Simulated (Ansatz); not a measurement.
Input for Ansatz (a quantum-chemistry and plane-wave program): SC-NEVPT2 on SA-CASSCF(2,2)/cc-pV(D+d)Z on ClHSi (SMILES [SiH]Cl), 2S+1 = 3, a spin state set in the input, which need not be the lowest. Files ending in .json are basis or fitting sets from the Basis Set Exchange.

Ansatz 0.2 input:
```yaml
crystal:
  periodic: [false, false, false]
  atoms:
    - {symbol: Si, position_ang: [-0.97714793, 0.45374451, 0.00000000]}
    - {symbol: Cl, position_ang: [0.92719285, -0.34142108, 0.00000000]}
    - {symbol: H, position_ang: [-2.08220740, -0.54826471, 0.00000000]}
basis:
  gaussian:
    orbitals: cc-pV_D+d_Z.json
magnetization: {spin_polarized: false, initial_magnetization: 2}
correlation: {method: sc_nevpt2, electrons: outside_noble_gas, active_space: {window: {electrons: 2, orbitals: 2}, states: [{multiplicity: 1, weights: [1]}, {multiplicity: 3, weights: [1]}]}}
output: {orbitals: {seedname: ./end}}
```

The log:

```
WARN ansatz: RAYON_NUM_THREADS=2 ignored (pool sized by the plan → 2); use --threads N
Functional definition: HF
integrals: 0.01 GiB planned
942 factors; integrals over basis functions are off by at most 1.8e-7 eV
mean field: 0.18 GiB planned
mean field evaluation 1: about -20379.9402 eV, gradient 1.1e1 eV
mean field evaluation 2: about -20379.9542 eV, gradient 1.1e1 eV
mean field evaluation 4: about -20380.8939 eV, gradient 1.8e0 eV
mean field evaluation 8: about -20380.9412 eV, gradient 1.3e-1 eV
mean field -20380.94135493 eV, -748.9857800955 hartree, gradient 6.6e-6 eV, S^2 2.000000; 0 other end points of the search recorded, 0 dependent functions left out
reference -20380.94135493 eV, -748.9857800955 hartree; 17, 15 occupied and 34, 36 virtual orbitals, 942 factors
configuration interaction: 0.19 GiB planned
configuration interaction: 0.00 GiB planned
state -20381.79786310 eV, -749.0172561902 hartree
state -20381.79786310 eV, -749.0172561902 hartree; corrected -20387.46629595 eV, -749.2255672553 hartree
configuration interaction: 0.00 GiB planned
configuration interaction: 0.00 GiB planned
state -20380.85339908 eV, -748.9825477775 hartree
state -20380.85339908 eV, -748.9825477775 hartree; corrected -20386.33772366 eV, -749.1840929884 hartree
Total energy: -20386.90200981 eV, -749.2048301219 hartree
```

The run converged. The last total energy is the mean of the averaged states.

Cost: around 2.1 core-seconds (rough).
